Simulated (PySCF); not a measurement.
PySCF input for C₂H₄NO, SMILES C[N]C=O, multiplicity 2, B3LYP/pcH-1. Geometry optimised at PBE0-D3(BJ)/def2-SVP. The isomer is the one that the SMILES or the coordinates give; other isomers of the formula were not compared. One conformer was computed; it need not be the lowest.

```python
import numpy as np
from pyscf import gto, scf, dft
from pyscf.prop.hfc import uks as hfc
from pyscf.prop.gtensor import uks as gtensor

mol = gto.M(
    atom='''
    C    -1.44190968   -0.25676441    0.09236209
    N    -0.31544898   -0.26831646   -0.77449266
    C     0.91957554   -0.05508517   -0.21999390
    O     1.11152503    0.63687797    0.76155095
    H    -2.22815987    0.39527673   -0.32244574
    H    -1.87641323   -1.27558913    0.09749268
    H    -1.19763474    0.03554137    1.12772521
    H     1.75215536   -0.50093992   -0.80794038
    ''',
    basis='pcH-1',
    charge=0,
    spin=1,
    max_memory=1600,
    verbose=3,
)
mf = dft.UKS(mol, xc='b3lyp').density_fit(auxbasis='def2-universal-jkfit')
mf.grids.level = 3
mf.conv_tol = 1e-10
mf.max_cycle = 100
mf.kernel()
fine, coarse = mf.grids, dft.Grids(mol).set(level=1).build(with_non0tab=True)
for _ in range(3):  # follow internal instabilities
    mf.grids = coarse
    mo, _, stable, _ = mf.stability(return_status=True, nroots=4)
    mf.grids = fine
    if stable:
        break
    mf.kernel(mf.make_rdm1(mo, mf.mo_occ))
A = hfc.HFC(mf).make_fcdip(mf.make_rdm1())  # Fermi contact and dipolar terms, MHz
print('atom   A(iso)/MHz   principal dipolar parts/MHz')
for i, a in enumerate(A):
    w = np.linalg.eigvalsh((a + a.T) / 2)
    print(f'{mol.atom_symbol(i):2s}{i + 1:3d} {w.mean():12.2f}', (w - w.mean()).round(2))
gt = gtensor.GTensor(mf)
gt.dia_soc2e, gt.para_soc2e, gt.so_eff_charge = None, None, True
gt.max_cycle_cphf = 60
g = gt.kernel()
```

It prints:

```

WARN: HOMO -0.26692384733904 >= LUMO -0.266923847339033

converged SCF energy = -208.541420368029  <S^2> = 0.76145231  2S+1 = 2.0114197
<class 'pyscf.df.df_jk.DFUKS'> wavefunction is stable in the internal stability analysis
atom   A(iso)/MHz   principal dipolar parts/MHz
C   1       -28.83 [-5.18 -1.29  6.47]
N   2        33.50 [-37.57 -36.61  74.17]
C   3       -32.15 [-17.18   3.92  13.26]
O   4       -15.59 [-76.44  36.86  39.58]
H   5        78.64 [-5.76 -2.65  8.41]
H   6       163.54 [-6.96 -4.56 11.52]
H   7        22.58 [-5.46 -1.91  7.37]
H   8         9.89 [-6.99 -3.07 10.06]
SOC(1e)/OZ [0.00865275 0.00093508 0.00281901]
free electron g 2.00231930436182
g-tensor total [2.01085356 2.00303923 2.00498763]
g-shift (ppt) [8.53425434 0.7199295  2.66832928]
```

The run converged.
